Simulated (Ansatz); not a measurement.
Breaking the O2–H3 bond in H2O2Sn (SMILES [OH][Sn][OH]) (multiplicity 1 held, fragments rigid). Energies count from the point at 0.966 Å.
Geometry at that point (charge 0, multiplicity 1):
```xyz
5

Sn    -0.03454    -0.00769     0.37358
O      0.55213     1.44458    -0.84260
H      0.54266     1.17685    -1.77089
O     -0.32444    -1.27376    -1.15357
H     -0.63691    -2.15880    -0.93855
```

Signs of static correlation in def2-TZVPP, with CASSCF(4,3), from Ansatz (an electronic-structure program) runs.

```
R (Å)  T1 of restricted CCSD  ⟨S²⟩ of UHF  largest double amplitude of restricted CCSD  weight of the CASSCF reference in MRCISD  CASSCF natural occupations
-----  ---------------------  -----------  -------------------------------------------  ----------------------------------------  --------------------------
0.773                  0.017        0.000                                        0.071                                     0.891              2.00 1.99 0.01
0.870                  0.017        0.000                                        0.070                                     0.890              2.00 1.99 0.01
0.966                  0.018        0.000                                        0.069                                     0.890              2.00 1.98 0.02
1.063                  0.018        0.000                                        0.069                                     0.889              2.00 1.97 0.03
1.159                  0.019        0.000                                        0.068                                     0.888              2.00 1.96 0.04
1.304                  0.020        0.000                                        0.067                                     0.888              2.00 1.93 0.07
1.449                  0.022          [?]                                        0.066                                     0.887              2.00 1.89 0.11
1.691                  0.024        0.722                                        0.124                                     0.888              2.00 1.78 0.23
1.932                  0.028        0.890                                        0.187                                     0.888              2.00 1.62 0.38
2.222                    [?]        0.967                                        0.248                                     0.889              2.00 1.43 0.57
2.609                  0.046        0.999                                        0.451                                     0.890              2.00 1.24 0.76
3.092                  0.062        1.009                                        0.608                                     0.891              2.00 1.11 0.89
```

Fill in the missing entries.


- 1.449, ⟨S²⟩ of UHF: 0.277
- 2.222, T1 of restricted CCSD: 0.034

Doubts at one or more of the structures used: active orbitals that take no part (SC-NEVPT2 on CASSCF(4,3)/def2-TZVPP); a restricted determinant that unrestricted orbitals would lower (R-CCSD(T)/def2-TZVPP); other coupled-cluster roots lie near (R-CCSD(T)/def2-TZVPP); T1 above 0.05 (R-CCSD(T)/def2-TZVPP, U-CCSD(T)/def2-TZVPP); a spin-contaminated determinant (U-CCSD(T)/def2-TZVPP).
